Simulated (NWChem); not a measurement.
Correlation energy of germylsilane (H6GeSi)

```xyz
8

Si     0.0617     1.6043     0.0000
Ge    -0.0299    -0.7770     0.0000
H      0.7827     2.0914     1.2154
H      0.7827     2.0914    -1.2154
H     -1.3209     2.1722     0.0000
H     -0.7716    -1.2892     1.2495
H     -0.7716    -1.2892    -1.2495
H      1.3910    -1.3725     0.0000
```
Charge 0, spin multiplicity 1.

The numbers come from NWChem runs, not from measurements. The geometry was optimised at PBE0/def2-SVP, a minimum by its harmonic frequencies.

Basis set: 6-31G*. Each correlation energy counts from its own Hartree-Fock reference.

The Hamiltonian is non-relativistic. The correlated methods keep 14 core orbitals frozen. The Pople sets run with spherical d functions. No row is a measurement; the coupled-cluster row has its own basis-set and correlation limits.

**Question.** For the correlation energy, SCS-MP2 gives -318.8 mHa and CCSD gives -355.7 mHa. What do CR-CCSD[T], CR-CCSD(T), MP2 give?

**Answer.** CR-CCSD[T]: -362.3 mHa; CR-CCSD(T): -361.7 mHa; MP2: -328.2 mHa.
